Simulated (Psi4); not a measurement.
Job for Psi4: SAPT0/jun-cc-pV(D+d)Z on C2H9NS (a complex).

```
memory 2025 MB

molecule dimer {
0 1
C     0.41789694    0.39042539    0.46302077
N    -0.36244509   -0.81726267    0.73830265
H     1.42490951    0.26215137    0.86160730
H    -0.03481555    1.23311760    0.98713314
H     0.50299301    0.64915419   -0.59933612
H     0.06952974   -1.63557122    0.32693966
H    -1.29529510   -0.74310501    0.35045212
--
0 1
C     1.16878456    0.09359459    4.28288106
S    -0.63864542   -0.08870962    4.12906316
H     1.55685850    0.81177001    3.56262620
H     1.36574608    0.46475906    5.28718116
H     1.67155222   -0.86390123    4.15979472
H    -0.63209750   -0.58340233    2.86780896
units angstrom
symmetry c1
no_reorient
no_com
}

set {
  basis jun-cc-pV(D+d)Z
  scf_type df
  freeze_core true
}

energy('sapt0')
```

Output:

```
[...]
==> Input File <==

--------------------------------------------------------------------------
memory 2025 MB

molecule dimer {
0 1
C     0.41789694    0.39042539    0.46302077
N    -0.36244509   -0.81726267    0.73830265
H     1.42490951    0.26215137    0.86160730
H    -0.03481555    1.23311760    0.98713314
H     0.50299301    0.64915419   -0.59933612
H     0.06952974   -1.63557122    0.32693966
H    -1.29529510   -0.74310501    0.35045212
--
0 1
C     1.16878456    0.09359459    4.28288106
S    -0.63864542   -0.08870962    4.12906316
H     1.55685850    0.81177001    3.56262620
H     1.36574608    0.46475906    5.28718116
H     1.67155222   -0.86390123    4.15979472
H    -0.63209750   -0.58340233    2.86780896
units angstrom
symmetry c1
no_reorient
no_com
}

set {
  basis jun-cc-pV(D+d)Z
  scf_type df
  freeze_core true
}

energy('sapt0')
--------------------------------------------------------------------------


   => Loading Basis Set <=

    Name: JUN-CC-PV(D+D)Z
    Role: ORBITAL
    Keyword: BASIS
    atoms 1, 8       entry C          line   188 file jun-cc-pv_dpd_z.gbs
    atoms 2          entry N          line   222 file jun-cc-pv_dpd_z.gbs
    atoms 3-7, 10-13 entry H          line    60 file jun-cc-pv_dpd_z.gbs
    atoms 9          entry S          line   698 file jun-cc-pv_dpd_z.gbs

   => Loading Basis Set <=

    Name: JUN-CC-PV(D+D)Z
    Role: ORBITAL
    Keyword: BASIS
    atoms 1, 8       entry C          line   188 file jun-cc-pv_dpd_z.gbs
    atoms 2          entry N          line   222 file jun-cc-pv_dpd_z.gbs
    atoms 3-7, 10-13 entry H          line    60 file jun-cc-pv_dpd_z.gbs
    atoms 9          entry S          line   698 file jun-cc-pv_dpd_z.gbs


  //>>>>>>>>>>>>>>>>>>>>>>>>>>>>>>>>>>>//
  //              Dimer HF             //
  //<<<<<<<<<<<<<<<<<<<<<<<<<<<<<<<<<<<//

   => Libint2 <=

    Primary   basis highest AM E, G, H:  7, 6, 3
    Auxiliary basis highest AM E, G, H:  7, 7, 4
    Onebody   basis highest AM E, G, H:  -, -, -
    Solid Harmonics ordering:            Gaussian


   => Loading Basis Set <=

    Name: JUN-CC-PV(D+D)Z
    Role: ORBITAL
    Keyword: BASIS
    atoms 1, 8       entry C          line   188 file jun-cc-pv_dpd_z.gbs
    atoms 2          entry N          line   222 file jun-cc-pv_dpd_z.gbs
    atoms 3-7, 10-13 entry H          line    60 file jun-cc-pv_dpd_z.gbs
    atoms 9          entry S          line   698 file jun-cc-pv_dpd_z.gbs


         ---------------------------------------------------------
                                   SCF
               by Justin Turney, Rob Parrish, Andy Simmonett
                          and Daniel G. A. Smith
                              RHF Reference
                        1 Threads,   1931 MiB Core
         ---------------------------------------------------------

  ==> Geometry <==

    Molecular point group: c1
    Full point group: C1

    Geometry (in Angstrom), charge = 0, multiplicity = 1:

       Center              X                  Y                   Z               Mass
    ------------   -----------------  -----------------  -----------------  -----------------
         C            0.417896940000     0.390425390000     0.463020770000    12.000000000000
         N           -0.362445090000    -0.817262670000     0.738302650000    14.003074004430
         H            1.424909510000     0.262151370000     0.861607300000     1.007825032230
         H           -0.034815550000     1.233117600000     0.987133140000     1.007825032230
         H            0.502993010000     0.649154190000    -0.599336120000     1.007825032230
         H            0.069529740000    -1.635571220000     0.326939660000     1.007825032230
         H           -1.295295100000    -0.743105010000     0.350452120000     1.007825032230
         C            1.168784560000     0.093594590000     4.282881060000    12.000000000000
         S           -0.638645420000    -0.088709620000     4.129063160000    31.972071174400
         H            1.556858500000     0.811770010000     3.562626200000     1.007825032230
         H            1.365746080000     0.464759060000     5.287181160000     1.007825032230
         H            1.671552220000    -0.863901230000     4.159794720000     1.007825032230
         H           -0.632097500000    -0.583402330000     2.867808960000     1.007825032230

  Running in c1 symmetry.

  Rotational constants: A =      0.26574  B =      0.01962  C =      0.01886 [cm^-1]
  Rotational constants: A =   7966.77965  B =    588.33719  C =    565.39857 [MHz]
  Nuclear repulsion =  163.867389981112154

  Charge       = 0
  Multiplicity = 1
  Electrons    = 44
  Nalpha       = 22
  Nbeta        = 22

  ==> Algorithm <==

  SCF Algorithm Type is DF.
  DIIS enabled.
  MOM disabled.
  Fractional occupation disabled.
  Guess Type is SAD.
  Energy threshold   = 1.00e-08
  Density threshold  = 1.00e-08
  Integral threshold = 1.00e-12

  ==> Primary Basis <==

  Basis Set: JUN-CC-PV(D+D)Z
    Blend
[...]
269849978096
    Two-Electron Energy =                 220.7957163632272568
    Total Energy =                       -437.7322807864765082

Computation Completed


Properties will be evaluated at   0.000000,   0.000000,   0.000000 [a0]

Properties computed using the SCF density matrix


 Multipole Moments:

 ------------------------------------------------------------------------------------
     Multipole            Electronic (a.u.)      Nuclear  (a.u.)        Total (a.u.)
 ------------------------------------------------------------------------------------

 L = 1.  Multiply by 2.5417464519 to convert [e a0] to [Debye]
 Dipole X            :         -0.7906725            1.4294643            0.6387919
 Dipole Y            :          1.8845642           -1.9436983           -0.0591341
 Dipole Z            :       -203.6655968          203.4095683           -0.2560285
 Magnitude           :                                                    0.6907261

 ------------------------------------------------------------------------------------

  Constructing Basis Sets for SAPT...

   => Loading Basis Set <=

    Name: (JUN-CC-PV(D+D)Z AUX)
    Role: RIFIT
    Keyword: DF_BASIS_SAPT
    atoms 1, 8       entry C          line   100 file jun-cc-pvdz-ri.gbs
    atoms 2          entry N          line   144 file jun-cc-pvdz-ri.gbs
    atoms 3-7, 10-13 entry H          line    30 file jun-cc-pvdz-ri.gbs
    atoms 9          entry S          line   488 file jun-cc-pvdz-ri.gbs

   => Loading Basis Set <=

    Name: (JUN-CC-PV(D+D)Z AUX)
    Role: JKFIT
    Keyword: DF_BASIS_ELST
    atoms 1, 8       entry C          line   146 file jun-cc-pvdz-jkfit.gbs
    atoms 2          entry N          line   202 file jun-cc-pvdz-jkfit.gbs
    atoms 3-7, 10-13 entry H          line    70 file jun-cc-pvdz-jkfit.gbs
    atoms 9          entry S          line   666 file jun-cc-pvdz-jkfit.gbs


  //>>>>>>>>>>>>>>>>>>>>>>>>>>>>>>>>>>>//
  //               SAPT0               //
  //<<<<<<<<<<<<<<<<<<<<<<<<<<<<<<<<<<<//



        SAPT0
    Ed Hohenstein
     6 June 2009

      Orbital Information
  --------------------------
    NSO        =       126
    NMO        =       126
    NRI        =       406
    NRI (Elst) =       565
    NOCC A     =         9
    NOCC B     =        13
    FOCC A     =         2
    FOCC B     =         6
    NVIR A     =       117
    NVIR B     =       113

    Elst10,r            =    -0.011730076488 [Eh]
    Exch10              =     0.016158134132 [Eh]
    Exch10 (S^2)        =     0.015962254316 [Eh]

    Maxiter = 50
    CPHF R converge = 1.000000E-08

    Iter     Energy [mEh]          dE [mEh]         Residual      Time [s]
       1      -2.58795574       2.587955738     8.817565e-03             0
       2      -3.42653366       0.838577921     1.984644e-03             0
       3      -3.41618669      -0.010346964     6.001159e-04             0
       4      -3.40759993      -0.008586765     1.788619e-04             0
       5      -3.40762473       0.000024800     5.031312e-05             0
       6      -3.40857351       0.000948785     8.158149e-06             1
       7      -3.40845561      -0.000117901     1.562914e-06             1
       8      -3.40846696       0.000011343     5.011639e-07             1
       9      -3.40846729       0.000000334     1.562936e-07             1
      10      -3.40846647      -0.000000825     3.365062e-08             1
      11      -3.40846650       0.000000036     6.720434e-09             1

    CHF Iterations converged

    Maxiter = 50
    CPHF R converge = 1.000000E-08

    Iter     Energy [mEh]          dE [mEh]         Residual      Time [s]
       1      -2.36895302       2.368953023     7.689057e-03             0
       2      -2.70370777       0.334754745     2.823456e-03             0
       3      -2.78692729       0.083219517     4.960130e-04             0
       4      -2.77331625      -0.013611036     1.667801e-04             0
       5      -2.77265184      -0.000664409     5.152186e-05             0
       6      -2.77362690       0.000975061     1.593206e-05             0
       7      -2.77357666      -0.000050239     6.237912e-06             0
       8      -2.77349655      -0.000080111     1.504419e-06             0
       9      -2.77351408       0.000017524     3.932745e-07             0
      10      -2.77351224      -0.000001840     1.075368e-07             0
      11      -2.77351187      -0.000000363     2.674722e-08             0
      12      -2.77351201       0.000000137     5.349843e-09             0

    CHF Iterations converged

    Ind20,r (A<-B)      =    -0.003408466502 [Eh]
    Ind20,r (B<-A)      =    -0.002773512011 [Eh]
    Ind20,r             =    -0.006181978512 [Eh]
    Exch-Ind20,r (A<-B) =     0.002428257753 [Eh]
    Exch-Ind20,r (B<-A) =     0.001636598247 [Eh]
    Exch-Ind20,r        =     0.004064856000 [Eh]
    Disp20              =    -0.005939440064 [Eh]
    Disp20 (SS)         =    -0.002969720032 [Eh]
    Disp20 (OS)         =    -0.002969720032 [Eh]
    Exch-Disp20         =     0.001079913441 [Eh]
    Exch-Disp20 (SS)    =     0.000587319736 [Eh]
    Exch-Disp20 (OS)    =     0.000492593704 [Eh]

    SAPT Results
  --------------------------------------------------------------------------------------------------------
    Electrostatics                -11.73007649 [mEh]      -7.36073412 [kcal/mol]     -30.79731158 [kJ/mol]
      Elst10,r                    -11.73007649 [mEh]      -7.36073412 [kcal/mol]     -30.79731158 [kJ/mol]

    Exchange                       16.15813413 [mEh]      10.13938225 [kcal/mol]      42.42317532 [kJ/mol]
      Exch10                       16.15813413 [mEh]      10.13938225 [kcal/mol]      42.42317532 [kJ/mol]
      Exch10(S^2)                  15.96225432 [mEh]      10.01646581 [kcal/mol]      41.90889293 [kJ/mol]

    Induction                      -4.68654803 [mEh]      -2.94085329 [kcal/mol]     -12.30453017 [kJ/mol]
      Ind20,r                      -6.18197851 [mEh]      -3.87925008 [kcal/mol]     -16.23078235 [kJ/mol]
      Exch-Ind20,r                  4.06485600 [mEh]       2.55073565 [kcal/mol]      10.67227796 [kJ/mol]
      delta HF,r (2)               -2.56942552 [mEh]      -1.61233886 [kcal/mol]      -6.74602578 [kJ/mol]

    Dispersion                     -4.85952662 [mEh]      -3.04939899 [kcal/mol]     -12.75868539 [kJ/mol]
      Disp20                       -5.93944006 [mEh]      -3.72705491 [kcal/mol]     -15.59399774 [kJ/mol]
      Exch-Disp20                   1.07991344 [mEh]       0.67765591 [kcal/mol]       2.83531235 [kJ/mol]
      Disp20 (SS)                  -2.96972003 [mEh]      -1.86352745 [kcal/mol]      -7.79699887 [kJ/mol]
      Disp20 (OS)                  -2.96972003 [mEh]      -1.86352745 [kcal/mol]      -7.79699887 [kJ/mol]
      Exch-Disp20 (SS)              0.58731974 [mEh]       0.36854870 [kcal/mol]       1.54200775 [kJ/mol]
      Exch-Disp20 (OS)              0.49259370 [mEh]       0.30910722 [kcal/mol]       1.29330459 [kJ/mol]

  Total HF                         -0.25849039 [mEh]      -0.16220517 [kcal/mol]      -0.67866643 [kJ/mol]
  Total SAPT0                      -5.11801701 [mEh]      -3.21160416 [kcal/mol]     -13.43735182 [kJ/mol]

  Special recipe for scaled SAPT0 (see Manual):
    Electrostatics sSAPT0         -11.73007649 [mEh]      -7.36073412 [kcal/mol]     -30.79731158 [kJ/mol]
    Exchange sSAPT0                16.15813413 [mEh]      10.13938225 [kcal/mol]      42.42317532 [kJ/mol]
    Induction sSAPT0               -4.53505928 [mEh]      -2.84579266 [kcal/mol]     -11.90679650 [kJ/mol]
    Dispersion sSAPT0              -4.81928049 [mEh]      -3.02414416 [kcal/mol]     -12.65301918 [kJ/mol]
  Total sSAPT0                     -4.92628212 [mEh]      -3.09128870 [kcal/mol]     -12.93395193 [kJ/mol]
  --------------------------------------------------------------------------------------------------------



*** Psi4 exiting successfully. Buy a developer a beer!
```

The run finished.

Cost: very roughly 12 core-seconds.
